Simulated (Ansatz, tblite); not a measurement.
Cost and result up the ladder for `c1sc(-c2sc(-c3sc(-c4sc(-c5sc(-c6scc7c6OCCO7)c6c5OCCO6)c5c4OCCO5)c4c3OCCO4)c3c2OCCO3)c2c1OCCO2` (80 atoms). Total charge 0; singlet. Geometry: PBE-D4/def2-SVP.

Ansatz on 11 threads of AMD EPYC 7R13 on a shared host and a whole NVIDIA H100 80GB HBM3; xTB runs through tblite on one thread. Times are rough, summed over both states, and most runs start from the orbitals of an earlier one. PBE0-D4/def2-TZVP serves as the yardstick here, not as an exact answer. The other state is a doublet.

The xTB rows come from tblite. Single mean-field runs in def2-TZVP are fitted with def2-universal-jkfit.

Raw xTB energies of ions are shifted by several eV.

| level | functions | vertical IE (eV) | difference from PBE0-D4/def2-TZVP (eV) |
| --- | --- | --- | --- |
| PBE0-D4/def2-TZVP (with forces) | 1866 | 5.21 | 0.00 |
| GFN1-xTB | 298 | 10.88 | 5.67 |
| PBE-D4/def2-TZVP (with forces) | 1866 | 4.90 | -0.31 |
| GFN2-xTB | 272 | 10.34 | 5.13 |

Q: Estimate how long each takes.

A: GFN2-xTB 1.3 s; GFN1-xTB 1.4 s; PBE-D4/def2-TZVP (with forces) 29 s; PBE0-D4/def2-TZVP (with forces) 49 s. On shared hardware such times vary by a factor of up to 3.
